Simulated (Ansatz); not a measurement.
Reaction (ligand exchange at the In–C bond): `[OH][InH][CH2][SiH3]` + `CNC` → `C[N](C)[InH][OH]` + `C[SiH3]`

Program: Ansatz. Geometries: PBE0-D4/def2-TZVP. ΔE: electronic, gas phase. CCSD(T)/CBS adds triple-zeta CCSD(T) − MP2 to the extrapolated MP2 energy (def2 sets, frozen cores). This one scheme is used for every species. Functionals use def2-TZVPP. HSE06 is defined as in plane-wave codes. def2 core potentials past Kr. For In outer-core shells are correlated without core-valence functions, which leaves a few kJ/mol of doubt a bond. One conformer a species, not always the lowest.

```tsv
level	ΔE (kcal/mol)	difference from CCSD(T)/CBS
LDA (SPW92)	-5.2	-0.4
revPBE-D4	-4.4	0.4
B97M-V	-4.8	0.0
HSE06-D4	-3.3	1.5
CAM-B3LYP-D4	-5.1	-0.3
ωB97X-V	-4.3	0.5
r2SCAN	-4.5	0.3
r2SCAN0	-3.6	1.2
BHLYP	-4.0	0.8
RPA@PBE/def2-TZVPP	-4.6	0.2
HF/def2-SVP	-3.9	0.9
MP2/def2-SVP	-6.5	-1.7
CCSD/def2-SVP	-5.7	-0.9
CCSD(T)/def2-SVP	-6.1	-1.3
MP2/def2-QZVPP	-5.2	-0.4
SCS-MP2/def2-QZVPP	-5.1	-0.3
CCSD(T)/CBS	-4.8	0
```

Largest T1 diagnostic among the species: 0.016.

At CCSD(T), def2-SVP lies −1.3 kcal/mol from the extrapolated value and def2-TZVPP +0.3 kcal/mol. From PBE to PBE0 (25 % exact exchange), in def2-TZVPP and without D4, ΔE moves by +0.8 kcal/mol.
